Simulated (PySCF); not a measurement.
SMILES c1ccc([se]1)C=Cc1ncccc1 (C11H9NSe), GFN2-xTB optimised geometry. Atoms within 1.6 Å of the plane z = 1.2 Å (x, y, z in Å): C1 (0.22, -0.57, 0.00), C2 (-0.49, 0.57, 0.00), C3 (-1.92, 0.64, 0.00), C4 (-2.68, 1.78, 0.00), C5 (-4.07, 1.59, 0.00), C6 (-4.47, 0.29, 0.00), Se7 (-3.03, -0.88, 0.00), C8 (1.67, -0.61, 0.00), C9 (2.35, -1.83, 0.00), C10 (3.73, -1.83, 0.00), C11 (4.40, -0.62, 0.00), C12 (3.64, 0.54, 0.00), N13 (2.32, 0.56, 0.00), H14 (-0.29, -1.53, 0.00), H15 (0.04, 1.51, 0.00), H16 (-2.23, 2.76, 0.00), H17 (-4.77, 2.41, 0.00), H18 (-5.48, -0.07, 0.00), H19 (1.79, -2.76, 0.00), H20 (4.28, -2.76, 0.00), H21 (5.48, -0.57, 0.00), H22 (4.11, 1.52, 0.00).

Method: PBE/def2-SVP (PySCF 2.14.0).

Map of the log10 of the electron density (e/bohr³), floored at −4 on the plane z = 1.2 Å:

```
|00000000000000000000000000000|
|00000000000000000000000000000|
|00000000000000000000000000000|
|00000000000000000000000000000|
|00000000000000000000000000000|
|00000000000000000000000000000|
|00000000000000000000000000000|
|00000000122100000000000000000|
|00002333444310000000000000000|
|00014555666531110000011000000|
|00024677787544432222344200000|
|00025788888656643555565410000|
|00035788788877755677776520000|
|00246887678888865788887542000|
|00256888888778877787788754200|
|00245678998667888886678865200|
|00023568998656777887788764200|
|00001357887545656788887642000|
|00000245665334445688887531000|
|00000023443111224666666520000|
|00000000110000013454445310000|
|00000000000000001222122100000|
|00000000000000000000000000000|
|00000000000000000000000000000|
|00000000000000000000000000000|
|00000000000000000000000000000|
|00000000000000000000000000000|
|00000000000000000000000000000|
|00000000000000000000000000000|
```
Scale: ten equal steps from -4.00 (start of '0') to -1.38 (end of '9'), in the order '0123456789'; x runs from -7.50 to 7.50, y from -7.50 (bottom) to 7.50 (top).
